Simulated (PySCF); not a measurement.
## MI cations for M along the chalcogens

CCSD(T) with double-zeta basis sets in PySCF, for the lowest determinant that a PBE0 search found; no spin–orbit coupling. De refers to high-spin ground-configuration atoms (the charge goes to the atom of lower measured ionisation energy or higher electron affinity, which is not always the lowest computed limit).

```
 M                   basis  reference, frozen orbitals  charged atom  state (unpaired electrons)  Re (Å)  ωe (cm⁻¹)  De (eV)
 O                def2-SVP                     ROHF, 5            I+              triplet (π ↑↑)   1.893        616     2.41
 S  cc-pV(D+d)Z/cc-pVDZ-PP                      UHF, 9            S+              triplet (π ↑↑)   2.273        436     2.76
Se              cc-pVDZ-PP                      UHF, 8           Se+              triplet (π ↑↑)   2.413        294     2.26
Te                def2-SVP                      UHF, 8           Te+              triplet (π ↑↑)   2.627        232     1.79
```

The shortest bond is that of IO⁺ (1.893 Å), the longest that of TeI⁺ (2.627 Å). SI⁺ is bound most strongly (2.76 eV) and TeI⁺ least (1.79 eV).

The rows differ in basis set, which adds steps of its own.

Down a group bonds as a rule get longer and wavenumbers fall, partly through the reduced mass; this series shows no clear exception.

Correlated steps freeze the inner cores (5 to 9 orbitals); shallow outer-core shells are correlated. UHF and ROHF references stand side by side, which adds small steps between rows. Correlated levels converge slowly with the basis: in double zeta they bind strong bonds too weakly, by up to about 1 eV, and carry superposition errors of some tenths. Spin–orbit coupling is left out, which matters for elements this heavy, above all for dissociation energies. For an ion De counts to the pair picked by the measured ionisation energies or electron affinities, which need not be the lowest pair at this level. The CCSD T1 diagnostic is raised in IO⁺, a sign that a single reference may not be enough there. States were picked by a PBE0 search and need not be the measured ground states.
